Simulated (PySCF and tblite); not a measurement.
Results of a calculation; reference values are marked as such.
C6H6FNO, numbered as in [CH3:1][O:2][c:3]1[cH:4][n:5][cH:6][c:7]([F:8])[cH:9]1.

Conformers came from 60 starts (ETKDG and KDG, MMFF94s, GFN2-xTB); geometries are GFN2-xTB. Energies: PBE0-D3(BJ)/pcSseg-1, with GFN2-xTB thermal terms (modes under about 100 cm⁻¹ blended into free rotors). Symmetry numbers and mirror images are counted. Conformers within 2.5 kcal/mol (GFN2-xTB free energy) were kept, 3 at most. Codes: tblite and PySCF.

Rotational constants are equilibrium values for the commonest isotopes; dipoles come from the energy level named.

Torsions listed: C1–O2–C3–C4.

| conformer | shape | symmetry |
| --- | --- | --- |
| 1 | 180° | Cs |
| 2 | 0° | Cs |

(1) Give the rotational constants and dipole components, as needed to look for these species in a jet-cooled rotational spectrum.

Results:

(1) 
| conformer | A (MHz) | B (MHz) | C (MHz) | abs μa (D) | abs μb (D) | abs μc (D) | κ | Ic−Ia−Ib (u Å²) |
| --- | --- | --- | --- | --- | --- | --- | --- | --- |
| 1 | 2924 | 1285 | 898 | 2.50 | 2.41 | 0.00 | -0.62 | -3.2 |
| 2 | 3760 | 1121 | 868 | 2.73 | 0.55 | 0.00 | -0.83 | -3.2 |


Conformer gaps in pcSseg-1 on xTB geometries can be 2 kcal/mol off for S=O, P=O and other polar bonds.